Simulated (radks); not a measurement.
The nuclear charge of the osmium ion Os2+ is varied continuously with 74 electrons held in [Xe] 4f14 5d6. All-electron calculation, Dirac Kohn-Sham, BLYP, spin-unpolarised, spherical densities, finite nucleus; open shells are shared between the two j in proportion to 2j + 1; Fermi nuclear charge, rms radius 5.4126 fm. Program: a radial shooting solver on a logarithmic mesh with Libxc functionals. By the Hellmann-Feynman theorem dE/dZ = E(electron-nucleus)/Z, the electronic potential at the nucleus (averaged over a nucleus of fixed radius).

| Z | E (hartree) | E(electron-nucleus)/Z (hartree) | HOMO | e(HOMO) (eV) | <r> HOMO (bohr) |
|---|---|---|---|---|---|
| 75.5 | -16995.6274 | -563.078 | 5d5/2 | -16.298 | 1.836 |
| 76 | -17278.6266 | -568.921 | 5d5/2 | -22.391 | 1.731 |
| 76.5 | -17564.5517 | -574.783 | 5d5/2 | -29.035 | 1.645 |
| 77 | -17853.4126 | -580.665 | 5d5/2 | -36.180 | 1.571 |

The central difference of E at Z = 76 is -568.924 hartree, to compare with the third column; the second derivative is -11.7 hartree.
